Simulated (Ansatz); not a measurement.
Consider the formal exchange of groups at the Al–S bond: `[AlH2][S][AlH2]` + `C=C[SiH3]` → `C=C[SiH2][AlH2]` + `[AlH2][SH]`.

Computed with Ansatz on PBE0-D4/def2-TZVP structures; ΔE is electronic, products minus reactants. CCSD(T)/CBS is the MP2 limit (def2-TZVPP, def2-QZVPP) plus CCSD(T) − MP2 in def2-TZVPP, frozen cores. This one scheme is used for every species. DFT in def2-TZVPP. B3LYP here is the variant with VWN-RPA as its local correlation; programs differ in this. HSE06 is defined as in plane-wave codes. Each species was taken in one conformer, which may not be the lowest.

| level | ΔE (kcal/mol) | difference from CCSD(T)/CBS |
| --- | --- | --- |
| LDA (SPW92) | 26.5 | -3.8 |
| PBE-D4 | 26.2 | -4.1 |
| revPBE-D4 | 26.2 | -4.1 |
| BLYP-D4 | 27.9 | -2.4 |
| r2SCAN-D4 | 29.5 | -0.8 |
| B97M-V | 29.3 | -1.0 |
| PBE0-D4 | 27.7 | -2.6 |
| B3LYP-D4 | 29.0 | -1.3 |
| r2SCAN0-D4 | 30.1 | -0.2 |
| BHLYP-D4 | 30.9 | 0.6 |
| CAM-B3LYP-D4 | 29.6 | -0.7 |
| ωB97X-V | 29.3 | -1.0 |
| ωB97M-V | 30.9 | 0.6 |
| B2PLYP | 30.2 | -0.1 |
| PBE-QIDH | 30.1 | -0.2 |
| PBE | 26.1 | -4.2 |
| revPBE | 25.7 | -4.6 |
| BLYP | 27.5 | -2.8 |
| r2SCAN | 29.5 | -0.8 |
| PBE0 | 27.6 | -2.7 |
| B3LYP | 28.7 | -1.6 |
| r2SCANh | 29.8 | -0.5 |
| r2SCAN0 | 30.1 | -0.2 |
| HSE06 | 27.6 | -2.7 |
| BHLYP | 30.5 | 0.2 |
| CAM-B3LYP | 29.6 | -0.7 |
| LC-ωPBE | 28.8 | -1.5 |
| RPA@PBE/def2-TZVPP | 28.5 | -1.8 |
| MP2/def2-SVP | 31.8 | 1.5 |
| CCSD/def2-SVP | 29.6 | -0.7 |
| CCSD(T)/def2-SVP | 29.6 | -0.7 |
| HF/def2-TZVPP | 32.1 | 1.8 |
| MP2/def2-TZVPP | 32.2 | 1.9 |
| SCS-MP2/def2-TZVPP | 31.6 | 1.3 |
| CCSD/def2-TZVPP | 29.6 | -0.7 |
| CCSD(T)/def2-TZVPP | 29.5 | -0.8 |
| HF/def2-QZVPP | 32.1 | 1.8 |
| HF/CBS(def2) | 32.2 | 1.9 |
| MP2/CBS(def2) | 32.9 | 2.6 |
| CCSD/CBS(def2) | 30.3 | 0.0 |
| CCSD(T)/CBS | 30.3 | 0 |

Largest T1 diagnostic among the species: 0.012.

From PBE to PBE0 (25 % exact exchange), in def2-TZVPP and without D4, ΔE moves by +1.5 kcal/mol. Leaving LDA and LC-ωPBE aside and taking each functional with its dispersion term where it has one, the values spread over 4.7 kcal/mol, from revPBE-D4 to ωB97M-V.
